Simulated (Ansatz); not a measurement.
Reaction (ligand exchange at a Ge–O bond): `[OH][Ge]([F])([F])[Cl]` + H₂Se → `[F][Ge]([F])([Cl])[SeH]` + H₂O

Program: Ansatz. Geometries: PBE0-D4/def2-TZVP. ΔE: electronic, gas phase. CCSD(T)/CBS adds triple-zeta CCSD(T) − MP2 to the extrapolated MP2 energy (def2 sets, frozen cores). This one scheme is used for every species. Functionals use def2-TZVPP. For Ge, Se outer-core shells are correlated without core-valence functions, which leaves a few kJ/mol of doubt a bond. Scalar relativity is left out up to krypton. One conformer a species, not always the lowest.

`[OH][Ge]([F])([F])[Cl]`:

```xyz
6

O     1.076    0.881   -0.279
Ge   -0.200   -0.201    0.181
F    -1.731    0.494   -0.130
F    -0.167   -1.621   -0.772
Cl   -0.021   -0.684    2.207
H     1.044    1.131   -1.208
```

H₂Se:

Cartesian coordinates in Å:
```
Se 0.101 0.658 -0.158
H 0.141 -0.598 -0.915
H -0.242 -0.060 1.074
```

`[F][Ge]([F])([Cl])[SeH]`:

```xyz
6

F    -0.491   -1.649    1.211
Ge    0.148   -0.311    0.352
F     1.712   -0.810   -0.147
Cl    0.449    1.287    1.702
Se   -1.271    0.117   -1.417
H    -0.547    1.365   -1.701
```

H₂O:

Z-matrix (Å, degrees):
```
O
H 1 0.960
H 1 0.960 2 105.1
```

```tsv
species	revPBE energy (Eh)
`[OH][Ge]([F])([F])[Cl]`	-2812.66495
H₂Se	-2402.55271
`[F][Ge]([F])([Cl])[SeH]`	-5138.78798
H₂O	-76.44013
```

(1) Work out ΔE.

Largest T1 diagnostic among the species: 0.012.

Results:

(1) ΔE = (-5138.78798) + (-76.44013) − (-2812.66495) − (-2402.55271) = -0.01045 Eh = -27.4 kJ/mol. CCSD(T)/CBS gives -22.9 kJ/mol.

At CCSD(T), def2-SVP lies +22.2 kJ/mol from the extrapolated value and def2-TZVPP +8.9 kJ/mol. From BLYP to BHLYP (50 % exact exchange), in def2-TZVPP and without D4, ΔE moves by +7.0 kJ/mol. In def2-TZVPP, CCSD(T) changes the Hartree–Fock value by −11.7 kJ/mol (the triples alone add −2.1 kJ/mol) and MP2 by −16.4 kJ/mol.
